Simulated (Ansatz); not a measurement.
Basis-set series for C3H9AgClP, SMILES `C[P+](C)(C)[Ag-][Cl]`. The species carries charge 0 and has multiplicity 1. Ag: def2 effective core potential. The geometry is a stationary point of PBE0-D4/def2-TZVP. It is one conformer, not always the lowest.

```json
{"functional": "PBE0-D4", "basis": "def2-SVP", "functions": "154", "energy (Eh)": "-1067.58477", "HOMO (eV)": "-6.51", "LUMO (eV)": "-0.08"}
{"functional": "PBE0-D4", "basis": "def2-TZVPP", "functions": "359", "energy (Eh)": "-1068.03523", "HOMO (eV)": "-6.73", "LUMO (eV)": "-0.30"}
{"functional": "ωB97M-V", "basis": "def2-SVP", "functions": "154", "energy (Eh)": "-1067.80672", "HOMO (eV)": "-8.72", "LUMO (eV)": "1.34"}
{"functional": "ωB97M-V", "basis": "def2-TZVPP", "functions": "359", "energy (Eh)": "-1068.26739", "HOMO (eV)": "-8.99", "LUMO (eV)": "1.11"}
```

(1) Give the rows for def2-QZVPP. (Estimate.)

Answers

(1) The calculation gave: 
```json
{"functional": "PBE0-D4", "basis": "def2-QZVPP", "functions": "669", "energy (Eh)": "-1068.07014", "HOMO (eV)": "-6.78", "LUMO (eV)": "-0.43"}
{"functional": "ωB97M-V", "basis": "def2-QZVPP", "functions": "669", "energy (Eh)": "-1068.30131", "HOMO (eV)": "-9.06", "LUMO (eV)": "0.63"}
```

Positive LUMOs are unbound and depend on the basis.

Program: Ansatz 0.2.0.
